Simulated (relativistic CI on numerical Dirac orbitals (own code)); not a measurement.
## Level scheme of Ta59+

Computed by Dirac-Coulomb-Breit CI, orbitals from a KLI potential per configuration, model QED (radiative potential, 1s self-energy scaled to tabulated hydrogen-like ionisation energies), unscaled Slater integrals (own radial code, finite nucleus).

CI space (outside the closed core [Ne]): 3s²3p², 3s²3p3d, 3s3p³, 3s²3d², 3p⁴, 3s3p²3d, 3p²3d², 3s3p3d², 3p³3d, 3s²3d4s, 3s²3d4p, 3s3p3d4s, 3p³4s, 3s²3p4s, 3s3p3d4p, 3p³4p. Levels of other configurations are missing.

The lowest level is 3s²3p² ³P0, with 69 % of that term; Hund's rules for 3s²3p² give ³P with J = 0, in agreement.

```tsv
No.	Configuration	Term	J	E (eV)	%	Next component (%)	Landé g
1	3s²3p²	³P	0	0.00	69	31 ¹S	
2	3s²3p²	³P	1	325.32	99		1.489
3	3s²3p²	¹D	2	334.72	64	35 ³P	1.163
4	3s3p³(2P°)	³P°	2	490.35	46	28 ⁵S°	1.526
5	3s3p³(2D°)	³D°	1	518.20	29	23 ¹P°	1.041
6	3s²3p3d	³F°	2	542.25	74	20 ¹D°	0.753
7	3s²3p3d	³D°	1	586.06	44	24 ¹P°	0.880
8	3s²3p3d	³P°	2	637.69	45	33 ³D°	1.287
9	3s²3p3d	³F°	3	638.79	51	26 ¹F°	1.105
10	3s²3p²	³P	2	667.06	64	35 ¹D	1.310
11	3s²3p²	¹S	0	687.39	68	30 ³P	
12	3s3p²(1S)<2S>3d	³D	1	711.74	43	39 ⁵F	0.438
13	3s3p²(1S)<2S>3d	³D	2	719.04	30	19 ⁵F	1.129
14	3s3p²(1S)<2S>3d	³D	3	802.60	34	20 ⁵D	1.346
15	3s3p³(2D°)	³D°	2	807.54	50	44 ⁵S°	1.524
16	3s3p²(3P)<4P>3d	³F	2	816.65	28	24 ³D	1.024
17	3s3p³(2D°)	³D°	3	825.84	94	4 3s²3p3d ³F°	1.310
18	3s3p³(2P°)	³P°	0	837.29	86	13 3s²3p3d ³P°	
19	3s3p³(2P°)	³P°	1	852.06	34	20 ³D°	1.268
20	3s3p³(2D°)	¹D°	2	852.23	55	12 3s²3p3d ³D°	1.082
21	3s3p³(4S°)	³S°	1	863.87	32	26 ³P°	1.342
22	3s²3p3d	³F°	3	905.03	44	37 ¹F°	1.085
23	3s²3p3d	³D°	2	909.26	39	19 3s3p³ ¹D°	1.059
24	3s²3p3d	³P°	1	909.74	46	32 ³D°	1.119
25	3s²3p3d	³P°	0	910.81	86	13 3s3p³ ³P°	
26	3s²3p3d	³F°	4	956.70	99	1 3p³3d ³F°	1.238
27	3s²3p3d	³P°	2	966.19	44	41 ¹D°	1.231
28	3s²3p3d	³D°	3	989.85	60	36 ¹F°	1.197
29	3s²3p3d	¹P°	1	999.74	63	24 ³P°	1.073
30	3s3p²(3P)<4P>3d	⁵F	2	1007.75	23	21 3p⁴ ³P	1.168
31	3s3p²(3P)<4P>3d	⁵D	0	1014.55	74	16 ³P	
32	3s3p²(3P)<4P>3d	⁵D	1	1017.44	52	22 ⁵F	1.137
33	3s3p²(3P)<4P>3d	⁵F	3	1023.13	44	35 ³F	1.132
34	3p⁴	³P	2	1027.30	29	21 3s3p²3d ⁵F	1.185
35	3p⁴	¹S	0	1039.08	44	25 ³P	
36	3s3p²(1D)<2D>3d	³G	4	1040.18	30	29 ³F	1.162
37	3s3p²(3P)<2P>3d	³F	2	1054.03	58	11 ³P	0.905
38	3s3p²(3P)<4P>3d	³D	3	1060.76	32	17 ⁵P	1.280
39	3s3p²(3P)<4P>3d	⁵P	1	1065.56	30	28 ³P	1.698
40	3s3p²(1D)<2D>3d	³D	2	1067.37	27	23 ⁵P	1.388
41	3s3p²(1D)<2D>3d	³G	3	1070.50	46	21 ³F	0.938
42	3s3p²(3P)<2P>3d	³D	1	1071.84	44	19 ¹P	0.823
43	3s3p²(3P)<4P>3d	⁵D	4	1090.38	47	35 ⁵F	1.383
44	3s3p²(1D)<2D>3d	³D	1	1096.19	49	20 ³P	0.946
45	3s3p²(3P)<2P>3d	³F	2	1098.82	32	16 ¹D	0.958
46	3s3p²(1D)<2D>3d	³P	0	1100.49	58	18 3s²3d² ³P	
47	3s3p²(3P)<4P>3d	³P	2	1112.06	33	17 ⁵D	1.336
48	3s3p²(1D)<2D>3d	³G	5	1113.79	59	41 ⁵F	1.269
49	3s3p²(3P)<4P>3d	³F	3	1122.39	44	19 ⁵P	1.260
50	3s3p²(1D)<2D>3d	³D	3	1133.03	63	10 ¹F	1.295
51	3s3p²(3P)<4P>3d	³P	1	1133.33	40	29 ³D	1.159
52	3s3p²(1D)<2D>3d	³F	4	1135.83	40	36 ¹G	1.164
53	3s3p²(1D)<2D>3d	³P	2	1136.33	22	20 ¹D	1.077
54	3s3p²(3P)<2P>3d	³D	3	1147.46	39	24 ³F	1.190
55	3s²3d²	³F	2	1148.75	44	19 3s3p²3d ¹D	0.873
56	3s3p²(3P)<2P>3d	³F	4	1150.63	47	33 ³G	1.144
57	3s3p²(3P)<4P>3d	³D	1	1153.05	39	28 ¹P	0.930
58	3s3p²(1D)<2D>3d	³S	1	1165.26	27	23 ³P	1.334
59	3s3p²(3P)<2P>3d	¹F	3	1167.14	37	30 ³F	1.084
60	3s3p²(3P)<4P>3d	³P	0	1167.44	48	18 ¹S	
61	3s3p²(1D)<2D>3d	³D	2	1167.91	27	20 ¹D	1.169
62	3s²3d²	³P	0	1173.43	42	24 3s3p²3d ¹S	
63	3s3p²(3P)<2P>3d	³D	2	1176.08	33	31 ³P	1.171
64	3s3p³(2P°)	³P°	2	1177.48	50	16 ⁵S°	1.435
65	3s²3d²	³F	3	1211.19	78	7 3s3p²3d ³F	1.081
66	3s3p³(2P°)	¹P°	1	1211.32	37	24 ³S°	1.187
67	3s²3d²	¹G	4	1221.80	59	28 ³F	1.080
68	3p³(2D°)3d	³F°	2	1222.22	22	21 ³D°	0.927
69	3s²3d²	³P	2	1222.94	40	23 ¹D	1.182
70	3s²3d²	³P	1	1227.21	81	8 3s3p²3d ³P	1.485
```

Energies count from the lowest computed level; ° marks odd parity. Percentages are summed over parent terms; the parents shown are those of the largest component, closed shells are left out there, and <> holds an intermediate term.

The mean weight of the leading LS term, summed over parents, in these 70 levels is 48 %, and that of the leading jj configuration (from the same eigenvectors) 88 %, so jj coupling describes them better and the LS labels are nominal.

At this charge energies of transitions that change n are usually good to better than 1 %, and those within a shell (Δn = 0) to a few per cent.

LS names give the leading component of a level, which can be under half, so a name can repeat, a term be missing and a line seem to break the LS rules.
